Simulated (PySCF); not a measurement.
All values below come from TPSSh-D3(BJ)/def2-TZVPD // CAM-B3LYP-D3(BJ)/def2-TZVPD run with PySCF. Isolated molecules, 0 K electronic values unless said otherwise. 

Reference species (SMILES): `[O-][SiH2]F` (charge -1, multiplicity 1).

```
Property     Value
--------  --------
HOMO      -0.79 eV
```

Changed species: `[SiH2](C#C)[O-]` (X = ethynyl, proton removed; the reference has X = fluoro, proton removed).

Give the shifts of the HOMO.

the HOMO falls by 0.11 eV, to -0.90 eV.
